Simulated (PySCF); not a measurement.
Coordinates in bohr (charge 0 multiplicity 1):
```
Ti   -0.4847    0.0000   -0.3396
O    -2.9317    0.0000   -2.0545
Cl   -1.1677    0.0000    3.7990
Cl    3.1724    0.0000   -2.3942
```

All numbers come from PBE0/[Ti def2-TZVP, O def2-TZVP, Cl def2-TZVP], no relativity, density fitting, PySCF.

This geometry of TiOCl2 is a stationary point at this level.

(1) What is the point group?

(2) Is it a minimum?

(3) Which band is strongest in the infrared?

(4) What are the dipole moment and the gap between the highest occupied and lowest empty levels?

(5) Give the atomic charges and bond orders.

Answers

(1) C2v.

(2) Yes: all harmonic wavenumbers are real.

(3) 1117 cm⁻¹ (a1), 257 km/mol.

(4) 0.67 D and 5.39 eV.

(5) 
```
 atom  Mulliken  Löwdin  polar tensor  Mayer order to Ti1
  Ti1      1.24   -0.01          2.08                   –
   O2     -0.46   -0.15         -0.82                2.23
Cl3,4     -0.39    0.08         -0.63                1.03
```

Other isomers or separated fragments may lie lower.
